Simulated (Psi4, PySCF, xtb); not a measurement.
Internal rotation in C5H6S2, SMILES CSc1cccs1. Scanned: dihedral C1–S2–C3–S7; all other coordinates were relaxed at GFN2-xTB. Points at φ and −φ are mirror images. Heavy atoms are numbered in the order of the SMILES CSc1cccs1, hydrogens after them in the order of the atoms that carry them; the mirror image has the same energies with the sign of each dihedral reversed.

- RHF/LANL2DZ = PySCF with restricted Hartree-Fock/LANL2DZ, with its core potentials past Ne // GFN2-xTB
- GFN1-xTB // GFN2-xTB (xtb)
- RKS-B3LYP/6-311+G** = PySCF 2.14.0 with restricted B3LYP/6-311+G**, spherical d, density fitting // GFN2-xTB
- MP2/cc-pVTZ = DF-MP2 (frozen core)/cc-pVTZ // GFN2-xTB (Psi4)

Energies relative to the lowest point of each profile, in eV; the last columns give the difference from MP2:

```json
[
 {"φ / °": "-150", "RHF/LANL2DZ": "0.103", "GFN1-xTB": "0.045", "RKS-B3LYP/6-311+G**": "0.072", "MP2/cc-pVTZ": "0.067", "RHF/LANL2DZ − MP2/cc-pVTZ": "0.036", "GFN1-xTB − MP2/cc-pVTZ": "-0.022", "RKS-B3LYP/6-311+G** − MP2/cc-pVTZ": "0.005"},
 {"φ / °": "-120", "RHF/LANL2DZ": "0.059", "GFN1-xTB": "0.091", "RKS-B3LYP/6-311+G**": "0.038", "MP2/cc-pVTZ": "0.036", "RHF/LANL2DZ − MP2/cc-pVTZ": "0.023", "GFN1-xTB − MP2/cc-pVTZ": "0.054", "RKS-B3LYP/6-311+G** − MP2/cc-pVTZ": "0.002"},
 {"φ / °": "-90", "RHF/LANL2DZ": "0.000", "GFN1-xTB": "0.107", "RKS-B3LYP/6-311+G**": "0.000", "MP2/cc-pVTZ": "0.000", "RHF/LANL2DZ − MP2/cc-pVTZ": "0.000", "GFN1-xTB − MP2/cc-pVTZ": "0.107", "RKS-B3LYP/6-311+G** − MP2/cc-pVTZ": "0.000"},
 {"φ / °": "-60", "RHF/LANL2DZ": "0.035", "GFN1-xTB": "0.070", "RKS-B3LYP/6-311+G**": "0.020", "MP2/cc-pVTZ": "0.019", "RHF/LANL2DZ − MP2/cc-pVTZ": "0.016", "GFN1-xTB − MP2/cc-pVTZ": "0.051", "RKS-B3LYP/6-311+G** − MP2/cc-pVTZ": "0.001"},
 {"φ / °": "-30", "RHF/LANL2DZ": "0.114", "GFN1-xTB": "0.022", "RKS-B3LYP/6-311+G**": "0.065", "MP2/cc-pVTZ": "0.048", "RHF/LANL2DZ − MP2/cc-pVTZ": "0.065", "GFN1-xTB − MP2/cc-pVTZ": "-0.026", "RKS-B3LYP/6-311+G** − MP2/cc-pVTZ": "0.017"},
 {"φ / °": "0", "RHF/LANL2DZ": "0.149", "GFN1-xTB": "0.000", "RKS-B3LYP/6-311+G**": "0.087", "MP2/cc-pVTZ": "0.059", "RHF/LANL2DZ − MP2/cc-pVTZ": "0.090", "GFN1-xTB − MP2/cc-pVTZ": "-0.059", "RKS-B3LYP/6-311+G** − MP2/cc-pVTZ": "0.028"},
 {"φ / °": "30", "RHF/LANL2DZ": "0.114", "GFN1-xTB": "0.022", "RKS-B3LYP/6-311+G**": "0.065", "MP2/cc-pVTZ": "0.048", "RHF/LANL2DZ − MP2/cc-pVTZ": "0.065", "GFN1-xTB − MP2/cc-pVTZ": "-0.026", "RKS-B3LYP/6-311+G** − MP2/cc-pVTZ": "0.017"},
 {"φ / °": "60", "RHF/LANL2DZ": "0.035", "GFN1-xTB": "0.070", "RKS-B3LYP/6-311+G**": "0.020", "MP2/cc-pVTZ": "0.019", "RHF/LANL2DZ − MP2/cc-pVTZ": "0.016", "GFN1-xTB − MP2/cc-pVTZ": "0.051", "RKS-B3LYP/6-311+G** − MP2/cc-pVTZ": "0.001"},
 {"φ / °": "90", "RHF/LANL2DZ": "0.000", "GFN1-xTB": "0.107", "RKS-B3LYP/6-311+G**": "0.000", "MP2/cc-pVTZ": "0.000", "RHF/LANL2DZ − MP2/cc-pVTZ": "0.000", "GFN1-xTB − MP2/cc-pVTZ": "0.107", "RKS-B3LYP/6-311+G** − MP2/cc-pVTZ": "0.000"},
 {"φ / °": "120", "RHF/LANL2DZ": "0.059", "GFN1-xTB": "0.091", "RKS-B3LYP/6-311+G**": "0.038", "MP2/cc-pVTZ": "0.036", "RHF/LANL2DZ − MP2/cc-pVTZ": "0.023", "GFN1-xTB − MP2/cc-pVTZ": "0.054", "RKS-B3LYP/6-311+G** − MP2/cc-pVTZ": "0.002"},
 {"φ / °": "150", "RHF/LANL2DZ": "0.103", "GFN1-xTB": "0.045", "RKS-B3LYP/6-311+G**": "0.072", "MP2/cc-pVTZ": "0.067", "RHF/LANL2DZ − MP2/cc-pVTZ": "0.036", "GFN1-xTB − MP2/cc-pVTZ": "-0.022", "RKS-B3LYP/6-311+G** − MP2/cc-pVTZ": "0.005"},
 {"φ / °": "180", "RHF/LANL2DZ": "0.097", "GFN1-xTB": "0.023", "RKS-B3LYP/6-311+G**": "0.069", "MP2/cc-pVTZ": "0.063", "RHF/LANL2DZ − MP2/cc-pVTZ": "0.034", "GFN1-xTB − MP2/cc-pVTZ": "-0.040", "RKS-B3LYP/6-311+G** − MP2/cc-pVTZ": "0.005"}
]
```

RHF/LANL2DZ is furthest from MP2/cc-pVTZ at 0 (0.090 eV, above); its mean absolute difference over the points is 0.034 eV.

GFN1-xTB is furthest from MP2/cc-pVTZ at -90 (0.107 eV, above); its mean absolute difference over the points is 0.052 eV.

RKS-B3LYP/6-311+G** is furthest from MP2/cc-pVTZ at 0 (0.028 eV, above); its mean absolute difference over the points is 0.007 eV.
